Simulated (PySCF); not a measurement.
**I+ (iodine, charge +1): UHF calculation**

Configuration: [Kr] 4d10 5s2 5p4, high-spin 3P determinant. Computed with PySCF 2.14 in cc-pVTZ-PP with ECP28MDF (5s4p3d1f, 39 functions), with a scalar-relativistic core potential.

```
Total energy                                                  : -294.309658 hartree
One-electron energy                                           : -505.1396 hartree
Hartree (Coulomb) energy                                      : 231.6223 hartree
Exchange energy                                               : -20.7923 hartree
⟨S²⟩                                                          : 2.0101
⟨L²⟩                                                          : 2.040
Sum of ⟨r⟩                                                    : 29.03 bohr
Sum of ⟨r²⟩                                                   : 49.34 bohr²
Traceless quadrupole moment −½Σ⟨3z² − r²⟩ along its main axis : -2.50 e·bohr²
Time after the integrals                                      : 0.18 s of wall time on 1 thread of Neoverse-N1 (shared host)
```

| shell | electrons | mean orbital energy (hartree) | spread (hartree) | rms radius, mean of both spins (bohr) |
| --- | --- | --- | --- | --- |
| 4s α | 1 | -8.10396 | 0 | 0.796 |
| 4s β | 1 | -8.08668 | 0 | 0.796 |
| 4p α | 3 | -5.92818 | 0.02590 | 0.854 |
| 4p β | 3 | -5.91084 | 0.00381 | 0.854 |
| 4d α | 5 | -2.65369 | 0.02761 | 0.997 |
| 4d β | 5 | -2.64002 | 0.01496 | 0.997 |
| 5s α | 1 | -1.27946 | 0 | 2.09 |
| 5s β | 1 | -1.09137 | 0 | 2.09 |
| 5p α | 3 | -0.75240 | 0.06234 | 2.50 |
| 5p β | 1 | -0.67539 | 0 | 2.50 |

Energies and moments cover only the electrons outside the core potential.
